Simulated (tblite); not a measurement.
Species: C4H13NO2Si2.
SMILES with atom numbers: `[CH3:1][C:2](=[O:3])[CH2:4][CH2:5][Si@H:6]([NH2:7])[O:8][SiH3:9]` (hydrogens: H10, H11, H12 on C1; H13, H14 on C4; H15, H16 on C5; H17 on Si6; H18, H19 on N7; H20, H21, H22 on Si9)

Geometry (GFN2-xTB, Å), atoms numbered from 1 in this order:
```
atom  x, y, z in Å
C1    -3.439    0.557    0.388
C2    -2.826   -0.810    0.211
O3    -3.344   -1.808    0.644
C4    -1.508   -0.846   -0.531
C5    -0.435    0.014    0.138
Si6    1.251   -0.182   -0.711
N7     1.877   -1.722   -0.271
O8     2.268    0.946   -0.149
Si9    3.622    1.644    0.389
H10   -3.297    1.170   -0.498
H11   -2.953    1.048    1.230
H12   -4.498    0.461    0.615
H13   -1.672   -0.495   -1.552
H14   -1.179   -1.886   -0.578
H15   -0.359   -0.267    1.189
H16   -0.737    1.060    0.110
H17    1.153    0.103   -2.149
H18    1.303   -2.542   -0.372
H19    2.837   -1.940   -0.482
H20    4.404    2.020   -0.790
H21    4.354    0.687    1.217
H22    3.169    2.805    1.149
```

Calculated harmonic vibrations of the isolated species, GFN2-xTB (tblite), most abundant isotopes, no scaling. Errors from tens to a few hundred cm⁻¹ against measured bands are possible. Modes of hydrogen on silicon can be 10 to 20 % off. One conformer, not necessarily the lowest. The optimisation stopped once no atom felt more than 0.01 eV/Å.

Lowest wavenumbers of the output (negative numbers stand for imaginary wavenumbers):
```
mode    cm-1
  1     -39.4
  2     -11.3
  3      22.2
  4      42.5
  5      50.1
  6      68.1
  7      97.6
  8     123.4
  9     167.5
 10     196.6
 11     212.7
 12     254.9
 13     282.4
 14     395.5
 15     490.9
```

Task: Is this structure a minimum?

Result: Not by this Hessian. 1 mode is imaginary beyond 20i (39i cm⁻¹), and 1 more slightly so (11.3i). The curvature is small, so loose convergence or finite differences may be the whole cause.

Task: Which atoms move in the imaginary modes?

Result: 39i: H20 (Si–H hydrogen) 34 %, H22 (Si–H hydrogen) 32 %, H21 (Si–H hydrogen) 26 %; 11i: Si9 (oxygen-bound silicon) 32 %, O8 (siloxane oxygen) 27 %. These are shares of the mass-weighted motion.

Task: What is the remedy?

Result: Step along such a mode in both directions, optimise again with tighter thresholds and repeat the frequencies. The zero-point energy of this point (102.6 kcal/mol) counts the 58 real modes alone, and thermal corrections from it aren't those of a minimum.
